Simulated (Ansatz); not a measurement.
`[NH2][Ga]([Br])[Br]` and `NB(Br)Br` differ in one element.

Ansatz, PBE0-D4/def2-TZVP geometries, multiplicity 1. Each molecule was computed in one conformer, which needn't be the lowest.

Scalar relativity is left out up to krypton.

| property | `[NH2][Ga]([Br])[Br]` |
| --- | --- |
| LUMO energy (PBE0/def2-TZVPP) / eV | -1.26 |
| size of the dipole moment (PBE/def2-TZVPP) / D | 2.42 |
| HOMO–LUMO gap (ωB97M-V/def2-TZVPP) / eV | 10.93 |
| HOMO energy (PBE0/def2-TZVPP) / eV | -7.98 |
| LUMO energy (ωB97M-V/def2-TZVPP) / eV | 0.60 |
| size of the dipole moment (B3LYP/def2-TZVPP) / D | 2.40 |

(1) Give the same properties after the change, and the shifts. (An estimate is asked.)

Answers

(1) The calculation gave: 
```
                                        property  `NB(Br)Br`  shift
              LUMO energy (PBE0/def2-TZVPP) / eV       -0.19   1.07
  size of the dipole moment (PBE/def2-TZVPP) / D        2.79   0.37
         HOMO–LUMO gap (ωB97M-V/def2-TZVPP) / eV       12.19   1.26
              HOMO energy (PBE0/def2-TZVPP) / eV       -8.10  -0.12
           LUMO energy (ωB97M-V/def2-TZVPP) / eV        1.89   1.29
size of the dipole moment (B3LYP/def2-TZVPP) / D        2.80   0.40
```

With PBE0 the HOMO falls by 0.12 eV and the LUMO rises by 1.07 eV, so the gap widens by about 1.19 eV. PBE moves the HOMO by -0.22 eV and ωB97M-V by 0.03 eV. Dipoles are sizes alone; their direction can turn.

B3LYP here is the variant with VWN-RPA as its local correlation; programs differ in this.

Spin–orbit coupling is left out; it splits and shifts lone-pair levels of the heavy atoms by tenths of an eV.
